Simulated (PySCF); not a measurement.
Gas-phase reaction: 2 WO2(OH)2 + O2 → 2 WO3 + 4 OH

Method: PySCF energies (xtb for GFN2) plus ideal-gas RRHO corrections (1 bar). † marks an energy on the PBE0/def2-TZVP geometry and frequencies; other levels use their own. MP2 freezes the core. Open shells (unrestricted): O2 (multiplicity 3), OH (multiplicity 2, electronic degeneracy 4); the rest are closed-shell singlets. GFN2 has no spin-polarisation term. Spin-orbit splitting is ignored; it lowers the true energy and changes the entropy of OH. B3LYP is the form with VWN-RPA correlation. W: scalar-relativistic def2 core potential, no spin-orbit coupling. No R ln 2 is added for the mirror-image form of WO2(OH)2. MP2 isn't extrapolated to the basis-set limit; its ΔH°(298 K) is 1279.0 kJ in def2-SVP and 1313.7 kJ in def2-TZVPP. The harmonic model lacks anharmonicity and excited electronic states, which grow with temperature; levels with a mode under 35 cm⁻¹ are left out. Warning, point group unlike the PBE0 one: WO2(OH)2 (GFN2-xTB).

```csv
level,"ΔE electronic, kJ","ΔH°(298 K), kJ","ΔS°(298 K), J/K","ΔG°(600 K), kJ"
B3LYP/def2-TZVP†,1324,1290,433,1031
GFN2-xTB,1560,1534,427,1280
MP2/def2-SVP†,1312,1279,433,1020
PBE/def2-SVP,1422,1391,419,1141
PBE/def2-TZVP†,1372,1339,433,1080
PBE0/def2-SVP†,1389,1356,433,1097
ωB97X-V/def2-TZVP†,1407,1374,433,1115
```
ΔH° is lowest at MP2/def2-SVP† and highest at GFN2-xTB. No reference value is set beside these.
